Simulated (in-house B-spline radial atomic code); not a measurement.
A radial electron density 4πr²n(r) was computed for an atom or ion in its tabulated ground configuration with an all-electron radial atomic-structure program (B-spline basis); method: non-relativistic Hartree-Fock, average of configuration. Columns: r (bohr), 4πr²n(r) (electrons per bohr), bar.

```
 0.00317   0.4327 #
 0.00377   0.5989 #
 0.00449   0.8278 ##
 0.00535     1.14 ##
 0.00637    1.557 ###
 0.00759    2.116 ####
 0.00904     2.85 ######
  0.0108    3.818 ########
  0.0128    4.992 ###########
  0.0153    6.521 ##############
  0.0182    8.317 ##################
  0.0216    10.37 ######################
  0.0258    12.74 ###########################
  0.0307    15.15 ################################
  0.0365    17.44 #####################################
  0.0435    19.37 #########################################
  0.0518    20.57 ############################################
  0.0617    20.81 ############################################
  0.0735    19.97 ##########################################
  0.0875    18.25 #######################################
   0.104    16.21 ##################################
   0.124    14.55 ###############################
   0.148    14.09 ##############################
   0.176    15.15 ################################
    0.21    17.39 #####################################
    0.25    19.66 ##########################################
   0.297    20.62 ############################################
   0.354    19.33 #########################################
   0.421     15.8 #################################
   0.502       11 #######################
   0.598    6.526 ##############
   0.712    3.474 #######
   0.847    1.983 ####
    1.01    1.421 ###
     1.2    1.102 ##
    1.43    0.715 ##
     1.7   0.3469 #
    2.03   0.1135 
    2.42  0.02427 
    2.88 0.003198 
    3.43 0.0002322 
    4.08 8.667e-06
```

**Question.** Which atom or ion is it?
A. Ar7+
B. Ar6+
C. Ar8+
D. Cl7+

**Answer.** A. The area under the curve, ∫4πr²n dr = ∫r·4πr²n d(ln r) on this logarithmic grid, is 11 electrons, which only this option has. The configuration is [Ne] 3s1.
